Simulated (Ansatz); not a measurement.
Reaction (hydrogenolysis of a B–C bond): `C=NBCCl` + H₂ → `BN=C` + `CCl`

Computed with Ansatz on PBE0-D4/def2-TZVP structures; ΔE is electronic, products minus reactants. CCSD(T)/CBS adds triple-zeta CCSD(T) − MP2 to the extrapolated MP2 energy (def2 sets, frozen cores). This one scheme is used for every species. Functionals use def2-TZVPP. One conformer a species, not always the lowest.

CCSD(T)/CBS gives -15.2 kJ/mol.

(1) Another level gave -22.3 kJ/mol. Which?
A. PBE0-D4/def2-TZVPP
B. HF/def2-TZVPP
C. CCSD/def2-TZVPP
D. MP2/def2-TZVPP

Largest T1 diagnostic among the species: 0.016.

Results:

(1) C. CCSD/def2-TZVPP -22.3, MP2/def2-TZVPP -11.7, HF/def2-TZVPP -40.7, PBE0-D4 -17.1 kJ/mol.

The D4 term adds +10.9 kJ/mol with B3LYP and +6.1 kJ/mol with PBE0; it sums over pairs of atoms, weighted by their polarisabilities, and B3LYP, whose exchange is more repulsive, gets the larger term. In def2-TZVPP, CCSD(T) changes the Hartree–Fock value by +23.0 kJ/mol (the triples alone add +4.6 kJ/mol) and MP2 by +29.0 kJ/mol.

B3LYP here is the variant with VWN-RPA as its local correlation; programs differ in this.
